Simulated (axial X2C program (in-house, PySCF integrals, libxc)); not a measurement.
Spin–orbit effects down a group: molecules with H (ions), CCSD

All values come from calculations with an in-house all-electron X2C program for linear molecules (integrals from PySCF), spin-free (one-electron X2C) or two-component (2c: spin–orbit coupling with atomic mean-field Coulomb and Gaunt terms, which also bring small scalar terms), in Dyall basis sets with cores contracted in-house; open shells are unrestricted.

Basis sets: H dyall-v3z, O dyall-av3z, S dyall-av3z, Se dyall-cv3z. Frozen shells (counts by l): OH⁺ O 1s, H none, 6 electrons correlated; SH⁺ S 2s1p, H none, 6 electrons correlated; SeH⁺ Se 3s2p1d, H none, 6 electrons correlated. Coupled cluster in natural virtuals with an MP2 remainder. Where the outer core of a metal is frozen, bonds come out longer and ionisation energies lower.

```csv
molecule,spin-free state,Re (Å),ωe (cm⁻¹),De (eV),2c state,Re 2c (Å),ωe 2c (cm⁻¹),De 2c (eV)
OH⁺,"M_S = 1, Λ = 0",1.029,3135.0,5.00,Ω = 1,1.029,3135.1,5.00
SH⁺,"M_S = 1, Λ = 0",1.367,2561.3,3.54,Ω = 1,1.367,2560.8,3.53
SeH⁺,"M_S = 1, Λ = 0",1.486,2335.9,3.07,Ω = 1,1.486,2333.5,3.05
```

Task: Work out the shifts from the spin-free to the two-component result.

Result: 

```
molecule  2c state  ΔRe (Å)  Δωe (cm⁻¹)  ΔDe (eV)
     OH⁺     Ω = 1    0.000         0.1      0.00
     SH⁺     Ω = 1    0.000        -0.5     -0.01
    SeH⁺     Ω = 1    0.000        -2.4     -0.02
```

Shifts of one unit in the last digit are rounding.

Fragments in 2c: O+ + H, S+ + H, Se+ + H. Each entry is the lowest single determinant of a limited PBE0 search at one distance. De goes to single-determinant-based atoms at the same level (for ions the charge split of lowest energy) and is withheld (n/a) where an atom does not fit its ground term or J level. Main or longest-lived isotopes. One determinant is a doubtful description, or other states lie close, for OH⁺, SH⁺, SeH⁺; these need not be ground states, and all values refer to the states named. Some open-shell Ω = 0 determinants are out of reach, so the Ω given for OH⁺, SH⁺, SeH⁺ need not be the lowest component. With several unpaired electrons the Ω given is that of one determinant, not necessarily of the lowest component.
